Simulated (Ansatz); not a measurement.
Stepwise reaction of `[F][Zr]([F])([Cl])[Cl]` with hydrogen fluoride, as a gas-phase model of exchange steps in deposition or etching. ΔE in kJ/mol; ΔG adds harmonic PBE0-D4 terms to CCSD(T)/CBS, at 1 bar.

Program: Ansatz. Geometries: PBE0-D4/def2-TZVP. ΔE: electronic, gas phase. CBS: MP2 limit from def2 TZ/QZ plus the TZ coupled-cluster correction, frozen cores. This one scheme is used for every species. DFT in def2-TZVPP. B3LYP here is the variant with VWN-RPA as its local correlation; programs differ in this. Elements past krypton have def2 core potentials. For Zr outer-core shells are correlated without core-valence functions, which leaves a few kJ/mol of doubt a bond.

```
step                                                        reaction  PBE-D4  B3LYP-D4  ωB97M-V  CCSD(T)/CBS  ΔG(500 K)
   1  `[F][Zr]([F])([Cl])[Cl]` + H–F → `[F][Zr]([F])([F])[Cl]` + HCl   -21.5     -21.6    -22.8        -13.5      -18.0
   2    `[F][Zr]([F])([F])[Cl]` + H–F → `[F][Zr]([F])([F])[F]` + HCl   -21.6     -22.0    -22.2        -14.3      -14.8
```

(1) By hand: ΔE of the 2 steps together at CCSD(T)/CBS.

Answers

(1) (-13.5) + (-14.3) = -27.8 kJ/mol, or -13.9 kJ/mol a step.

In ΔE the steps differ by no more than 0.8 kJ/mol. All are downhill at CCSD(T)/CBS. ΔG lies between -18.0 and -14.8 kJ/mol a step. PBE-D4 differs from CCSD(T)/CBS by -8.0 to -7.3 kJ/mol a step. Isolated molecules leave out the surface, adducts and barriers. Largest T1 diagnostic: 0.018.
